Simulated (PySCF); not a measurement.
C5H5ClF (doublet state).
Geometry (GFN2-xTB, Å), atoms numbered from 1 in this order:
```xyz
12
C5H5ClF angstrom
C     -1.465   -1.083   -0.319
C     -0.525   -0.064   -0.670
C      0.742    0.130    0.104
C      1.914   -0.341    0.442
C     -0.274    1.150    0.283
F     -0.967    1.210    1.447
Cl    -0.083    2.755   -0.407
H     -1.541   -1.420    0.696
H     -2.155   -1.456   -1.048
H     -0.482    0.203   -1.721
H      2.287   -1.263    0.027
H      2.550    0.180    1.140
```

The hyperfine couplings belong to this conformer and change with its torsions.

The species is `[CH2][C@@H]1C(=C)[C@@]1(F)Cl` [radical].

Level of theory: UKS B3LYP, pcH-1 on C Cl F H, non-relativistic, mean-field spin-orbit, GIAO in PySCF. One conformer (not necessarily the lowest) at the GFN2-xTB geometry, without solvent, vibrations or thermal averaging. Couplings are sensitive to structure, and on GFN2-xTB geometries they can be far from those on DFT ones. The SCF solution wasn't tested for stability.

Problem. Match the computed a_iso(13C) values +130.9, +82.7, +61.3, -42.8, +7.3 MHz with the sites C1; C2; C3; C4; C5.

Solution. 
```
site  a_iso (MHz)  ρ(0) (bohr⁻³)                 position  distance from C1 (Å)  spin population  largest |T| (MHz)
  C1        +82.7        +0.0736  largest spin population                  0.00            +1.01              151.5
  C2        -42.8        -0.0381           1 bond from C1                  1.43            -0.12                5.6
  C3        +61.3        +0.0545          2 bonds from C1                  2.55            +0.07               12.5
  C4         +7.3        +0.0065          3 bonds from C1                  3.54            -0.01                3.1
  C5       +130.9        +0.1164          2 bonds from C1                  2.60            +0.11               23.3
```

ρ(0) is the spin density at the nucleus and T the dipolar tensor; a_iso includes a spin–orbit part. The Mulliken spin populations are largest on C1 (+1.01), C2 (-0.12), C5 (+0.11) and C3 (+0.07). C1 is the only atom above +0.15. The positive populations add up to 1.21 and the negative ones to -0.21, together 2S = 1. The angles at C1 add up to 359.8°, so it is planar; its axial dipolar tensor and the negative couplings of its protons fit spin in a p orbital normal to that plane.

The spin density at the nucleus, in bohr⁻³, is negative for C2 (-0.0381), H9 (-0.0134) and H8 (-0.0133), for instance. A restricted open-shell determinant has no negative spin density anywhere; here it arises because α and β orbitals differ (spin polarisation).

H8 and H9 aren't averaged: C1 is flat or nearly so (angle sum 360°), and its turn about the short C1–C2 bond (1.43 Å) is taken as slow.
